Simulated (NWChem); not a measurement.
CH2BNO; SMILES BN=C=O

```xyz
6

B      0.0000     0.0000    -1.9437
H      0.0000     1.0549    -2.5322
H      0.0000    -1.0549    -2.5322
N      0.0000     0.0000    -0.5388
C      0.0000     0.0000     0.6590
O      0.0000     0.0000     1.8250
```
Atoms are numbered in this order, from 1.

Results from NWChem. Pople sets run with spherical d functions. The geometry was optimised at PBE0/def2-SVP. LC-ωPBE (HJS hole) with 6-31G*; x = 1 − exp(−ω/0.25 bohr⁻¹) is a scale chosen for this fit.

```
row           x  −ε(HOMO) (eV)
--------  -----  -------------
ω = 0.15  0.451           8.79
ω = 0.20  0.551           9.32
ω = 0.30  0.699       withheld
ω = 0.35  0.753          10.49
ω = 0.40  0.798          10.78
```

### Question
Fit a straight line of the last column on the one before it, predict the withheld value, and compare with the run.

### Answer

1. Means of the 4 shown rows: x = 0.6382, y = 9.845. Slope Σ(x − x̄)(y − ȳ)/Σ(x − x̄)² = 0.4667/0.08136 = 5.736; intercept 6.184.
2. The shown rows scatter about the line by 0.019 (root mean square); the largest residual is -0.02, at ω = 0.20.
3. At x = 0.699 (ω = 0.30; inside the shown range) the line gives 10.19.
4. The run gives 10.15, -0.04 from the line.
